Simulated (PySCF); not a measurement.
C₂H₆FNSi₂, SMILES N[Si@H]1[Si@@H](F)C=C1.

Geometry optimised at B3LYP-D3(BJ)/def2-SVP. The structure was generated by enumeration; whether it is a known compound was not checked. One conformer was computed; it need not be the lowest.

The numbers are results of B3LYP-D3(BJ)/def2-SVP (PySCF), not measurements.

Frequencies are harmonic and unscaled.

```csv
mode,ν (cm⁻¹),IR (km/mol),Raman (Å⁴/amu),depolarisation,moving atoms (share of kinetic energy)
1,77,6.5,1.8,0.39,"N 36 %, H 30 %, F 21 %, C 9 %"
2,105,3.9,1.4,0.75,"N 30 %, H 23 %, F 22 %, C 16 %, Si 10 %"
3,129,35.6,5.8,0.58,"H 43 %, F 25 %, C 18 %, Si 13 %"
4,235,4.4,4.4,0.74,"Si 35 %, F 28 %, C 16 %, H 15 %"
5,256,33.4,5.9,0.75,"H 58 %, Si 25 %"
6,327,111.4,3.3,0.41,"H 69 %, N 21 %"
7,375,4.1,3.1,0.60,"C 45 %, H 20 %, Si 17 %, F 14 %"
8,412,7.2,24.5,0.26,"Si 64 %, H 23 %"
9,463,14.5,2.1,0.68,"Si 53 %, C 34 %, H 11 %"
10,635,7.8,20.6,0.42,"H 61 %, C 27 %"
11,667,29.7,4.7,0.72,"H 83 %, C 14 %"
12,690,14.4,4.3,0.52,"H 78 %, C 10 %"
13,727,79.3,2.1,0.55,"C 45 %, H 39 %, Si 15 %"
14,761,106.4,14.3,0.15,"H 40 %, C 34 %, Si 23 %"
15,788,67.4,4.0,0.59,"H 73 %, C 12 %, Si 12 %"
16,837,1.1,6.4,0.68,"H 52 %, F 33 %, Si 12 %"
17,864,70.2,9.8,0.63,"N 38 %, Si 32 %, H 28 %"
18,891,227.2,3.2,0.65,"H 44 %, Si 29 %, F 18 %"
19,932,194.4,4.7,0.70,"H 61 %, Si 23 %, N 12 %"
20,1032,0.5,0.3,0.57,"H 77 %, C 23 %"
21,1053,3.6,14.2,0.62,H 96 %
22,1279,27.2,0.4,0.74,"H 64 %, C 35 %"
23,1535,3.3,14.1,0.11,C 94 %
24,1537,46.1,7.5,0.55,"H 87 %, N 10 %"
25,2197,175.0,186.7,0.56,H 97 %
26,2208,168.0,227.0,0.10,H 97 %
27,3113,12.9,186.1,0.62,H 92 %
28,3139,20.3,274.7,0.20,"H 91 %, C 9 %"
29,3582,41.0,155.4,0.13,H 96 %
30,3680,35.5,98.7,0.68,"H 91 %, N 9 %"
```
